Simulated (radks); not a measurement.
Q: These are the eigenvalues of the occupied orbitals of an atom or ion with whole-number occupations (hartree). All-electron calculation, scalar-relativistic Kohn-Sham, PBE, spin-polarised, spherical densities, point nucleus. Program: a radial shooting solver on a logarithmic mesh with Libxc functionals.

orbital  eigenvalue
1s up     -115.9978
1s down   -115.9697
2s up     -12.16297
2s down   -12.12785
2p up      -9.70754
2p down    -9.66703
3s up      -2.00617
3p up      -1.43971
3p down    -1.25132
3d up      -0.64742

Which element is it, and in what charge state? The configuration may be excited. Open shells, if any, are filled with parallel spins first.

A: Z = 18, argon, charge +2: Ar2+ in [Ne] 3s1 3p4 3d1. The list shows which subshells hold electrons but not how many an open one holds; the 1s level, -116 hartree, gives Z - s = 15.2 by -(Z - s)^2/2, which with screening and relativity narrows Z to a few neighbours, and the depths of the outer levels then fix element, charge and occupations together.
